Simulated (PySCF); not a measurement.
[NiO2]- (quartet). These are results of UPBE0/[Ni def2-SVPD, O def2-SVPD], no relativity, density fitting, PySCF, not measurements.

Harmonic bands of its minimum:

| ω (cm⁻¹) | IR (km/mol, summed over degenerate members) | degeneracy |
| --- | --- | --- |
| 156 | 171 | 2 |
| 767 | 0.0 | 1 |
| 875 | 325 | 1 |

Question: The central atom is Ni. Infer the point group and assign the bands.

Answer: D∞h. The modes span πu + σg+ + σu+: 156 πu, 767 σg+, 875 σu+. The computed geometry has Ni–O 1.655 Å (×2); O–Ni–O 180.0°.

Only a few start shapes were tried, so a lower isomer may exist. Other spin states or occupations of the open shell can lie lower. The lowest empty level of this anion is unbound, so it and the gap depend on the basis.
